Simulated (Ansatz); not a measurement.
Correlation energies of C₂H₉B₂N by basis set

```
atom   x (Å)   y (Å)   z (Å)
  B1  -1.173  -0.815   0.110
  B2   0.019   0.321   0.503
  C3   0.458   1.398   1.535
  C4   0.809  -0.128  -0.816
  N5  -0.338  -0.939  -1.353
  H6  -0.971  -1.861   0.701
  H7  -2.350  -0.615  -0.081
  H8   0.105   2.361   1.133
  H9  -0.009   1.290   2.516
 H10   1.541   1.503   1.657
 H11   1.195   0.590  -1.546
 H12   1.630  -0.806  -0.560
 H13  -0.093  -1.857  -1.708
 H14  -0.823  -0.444  -2.091
```

Total charge 0; spin multiplicity 1. The bonds changed during the relaxation, so this is another structure than the one it started from. All single points use the PBE0-D4/def2-TZVP geometry. It is one conformer, not always the lowest. Frozen core, restricted reference, Ansatz 0.2.0. CBS rows extrapolate triple and quadruple zeta; past MP2 they add the triple-zeta difference.

```
     basis     HF (Eh)  MP2 corr.
def2-TZVPP  -184.82480   -0.78139
def2-QZVPP  -184.83343   -0.83105
```

Q: Estimate the CCSD correlation energy and the (T) correction in each basis where they were run (hartree).

A: 
```tsv
basis	CCSD corr.	(T)
def2-TZVPP	-0.83536	-0.03303
CBS(def2)	-0.92181	as TZ
```
